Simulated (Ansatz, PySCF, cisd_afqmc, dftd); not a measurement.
Species: CH2S, charge 0, singlet. CH2S (SMILES C=S).
B3LYP-D3(BJ)/def2-TZVP minimum from Ansatz (a quantum-chemistry and plane-wave program):
```xyz
4

C     -0.9907     0.1914    -0.1620
S      0.5657    -0.1093     0.0925
H     -1.3280     1.0050    -0.8021
H     -1.7796    -0.4045     0.2939
```

Property: enthalpy of formation at 298 K (by atomisation, with ideal-gas terms from PySCF's Hessian at B3LYP-D3(BJ)/def2-TZVP and the atoms' measured values of the G2/97 table; no spin-orbit terms), in kcal/mol. Radicals and triplets start from unrestricted determinants; spin-orbit coupling is neglected. Correlated methods leave the cores frozen. Rows without X2C or -DK are non-relativistic. The Monte Carlo rows (phaseless AFQMC, CISD trial, step 0.005/hartree) carry one-sigma bars that omit the constraint's bias. Outlying blocks are dropped, and bars are widened where a walk drifts. Over all cases where full CI ran beside it in this data, AFQMC minus full CI had a median of +0.1 mEh and passed +0.4 mEh in a tenth of the cases. CBS(X,Y): correlation extrapolated as X^-3, Hartree-Fock from the larger set (Q,5: extrapolated as (X+1)exp(-9√X)). A bracket is a step between two methods taken in the basis named. Functionals run without relativity, which enters their misses. 'core' is core correlation in cc-pwCVTZ (1s frozen past Ne), 'X2C' scalar relativity in cc-pVTZ-DK, both at CCSD(T). Where a partner has so few electrons that a lower coupled-cluster level is exact, that level stands in. The restricted determinant of CH2S (C=S, singlet) is unstable towards broken spin symmetry in at least one set run.

| level | program | enthalpy of formation at 298 K (kcal/mol) | difference against the last row |
|---|---|---|---|
| HF/cc-pV(D+d)Z | Ansatz | 133.1 | 105.8 |
| PBE-D3(BJ)/def2-TZVPD | Ansatz + dftd3 | 19.5 | -7.8 |
| PBE/def2-TZVPD | Ansatz | 20.6 | -6.7 |
| r2SCAN-D3(BJ)/def2-TZVPD | Ansatz + dftd3 | 28.8 | 1.5 |
| r2SCAN/def2-TZVPD | Ansatz | 29.1 | 1.8 |
| B3LYP/def2-TZVPD | Ansatz | 30.9 | 3.6 |
| PBE0-D4/def2-TZVPD | Ansatz + dftd4 | 28.6 | 1.3 |
| r2SCANh/def2-TZVPD | Ansatz | 32.0 | 4.7 |
| MP2/cc-pV(5+d)Z | Ansatz | 25.5 | -1.8 |
| CCSD(T)/cc-pV(D+d)Z | Ansatz | 54.6 | 27.3 |
| CCSD(T)/cc-pV(Q+d)Z | Ansatz | 32.3 | 5.0 |
| CCSDT(Q)/cc-pV(D+d)Z | Ansatz | 54.1 | 26.8 |
| CCSDT(Q)/cc-pV(Q+d)Z | Ansatz | 32.0 | 4.7 |
| AFQMC/CISD/cc-pV(T+d)Z | cisd_afqmc | 38.3 ± 0.3 | 11.0 |
| CCSD(T)/CBS(cc-pV(Q+d)Z,cc-pV(5+d)Z) + [CCSDT(Q) - CCSD(T)]/cc-pV(D+d)Z + core + X2C | Ansatz | 27.0 | -0.3 |
| CCSD(T)/CBS(cc-pV(Q+d)Z,cc-pV(5+d)Z) + [CCSDT(Q) - CCSD(T)]/cc-pV(Q+d)Z + [CCSDTQ - CCSDT(Q)]/cc-pV(D+d)Z + core + X2C | Ansatz | 27.3 | 0.0 |
